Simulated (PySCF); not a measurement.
Spin states and ions at one geometry of [Pt3]+

PySCF 2.14.0, UKS r2SCAN, Pt def2-SVP with ECP60; non-relativistic Hamiltonian with scalar-relativistic core potentials where named; density fitting; no spin-orbit coupling; singlets restricted, open shells unrestricted. The geometry is relaxed for charge +1, quartet, vacuum:

```xyz
3

Pt    1.4524   -0.0302    0.0000
Pt   -0.7498    1.2456    0.0000
Pt   -0.7027   -1.2154    0.0000
```

Energies count from the relaxed state; an electron taken off or put on is at rest in vacuum. Charges and spins are Mulliken's.

```csv
state,energy (eV),spin squared,charge on Pt1 (e),spin on Pt1 (e),dipole about the centre of mass (D)
"charge +1, quartet, vacuum",0.00,3.77,0.33,0.99,0.03
"charge +1, doublet, vacuum",0.30,1.08,0.33,0.30,0.18
"charge +1, sextet, vacuum",1.55,8.78,0.28,1.90,0.93
"charge +2, triplet, vacuum",14.32,2.31,0.68,0.74,0.18
"charge +2, quintet, vacuum",14.10,6.02,0.67,1.34,0.07
"charge 0, quintet, vacuum",-6.97,6.04,0.04,1.07,0.94
```

Question: What does the state charge 0, triplet, vacuum give?

Answer: energy (eV) -7.66, spin squared 2.05, charge on Pt1 (e) -0.01, spin on Pt1 (e) 0.65, dipole about the centre of mass (D) 0.02.

With an electron taken off (quintet, the lower of the two states computed) the charges change, summed by element, by Pt +1.00 e. The vertical ionisation energy is 14.10 eV, against −ε(HOMO) = 11.08 eV over both spins of the relaxed state. The level lies 3.0 eV too high, as is usual for semilocal functionals and global hybrids, which keep a self-interaction error.

With an electron put on (triplet, the lower of the two states computed) the charges change, summed by element, by Pt -1.00 e. The vertical electron affinity is 7.66 eV, against −ε(LUMO) = 10.48 eV over both spins of the relaxed state.

Open shells may have lower solutions than those found. Hard to converge, so the more doubtful: charge +1, sextet, vacuum; charge 0, triplet, vacuum. Spin squared well over S(S+1) tells of spin contamination.

No frequency check is given that shows the relaxed geometry to be a minimum.
